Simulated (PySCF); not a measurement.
AlH₂Cl, SMILES [Cl][AlH2].

Geometry optimised at B3LYP-D3(BJ)/def2-TZVP.

Method: r2SCAN/def2-TZVPD (PySCF).

Symmetry labels are those of the subgroup C2v that the program uses (full group C2v).

Question: List the valence orbital energies around the gap with their symmetry. (The exact figures need the calculation; the answer reports its results.)

Answer: 
```
orbital  symmetry  energy (eV)
-------  --------  -----------
HOMO−7         A1       -71.59
HOMO−6         B2       -71.50
HOMO−5         A1       -21.04
HOMO−4         A1       -11.17
HOMO−3         A1        -9.04
HOMO−2         B2        -8.73
HOMO−1         B1        -8.51
HOMO           B2        -7.63
LUMO           B1        -2.07
LUMO+1         A1        -0.32
LUMO+2         A1         0.53
LUMO+3         A1         0.97
```
